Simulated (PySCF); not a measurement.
These 2 structures share the formula C7H6F2O. The calculation used PBE0-D3(BJ)/def2-SVP geometry optimisation, gas phase (PySCF 2.14.0). Energies are electronic, without zero-point or thermal terms, for one conformer each. No frequencies were run at this level. Point groups hold within 0.08 Å.

Question: Rank from lowest to highest electronic energy at this level (kcal/mol).
A. `[F:1][CH:2]([F:3])[O:4][c:5]1[cH:6][cH:7][cH:8][cH:9][cH:10]1` with F1–C2–O4–C5 -162°, C2–O4–C5–C6 156° (PhOCF2H)
B. `[OH:1][c:2]1[cH:3][cH:4][c:5]([CH:6]([F:7])[F:8])[cH:9][cH:10]1` with H–O1–C2–C3 0°, C4–C5–C6–F7 -51°

Answer: B (0.0), A (0.9).

As drawn, the lower has an O–H bond, which the higher lacks. Neighbours under 2.5 kcal/mol apart (Oc1ccc(C(F)F)cc1 and FC(F)Oc1ccccc1) can change places with a better method, another conformer or zero-point energy.

```csv
SMILES,E (Eh),E rel (kcal/mol),dipole (D),point group,"A, B, C (MHz)"
Oc1ccc(C(F)F)cc1,-544.29338,0.0,2.25,near Cs,"3583, 719.7, 668.2"
FC(F)Oc1ccccc1,-544.29199,0.9,2.42,C1,"3593, 770.4, 656.4"
```

As an exercise, what shares would exp(−E/RT) give at 500 K from these electronic energies alone (no entropy, no degeneracies)?

RT = 0.994 kcal/mol: Oc1ccc(C(F)F)cc1 70.6 %, FC(F)Oc1ccccc1 29.4 %.
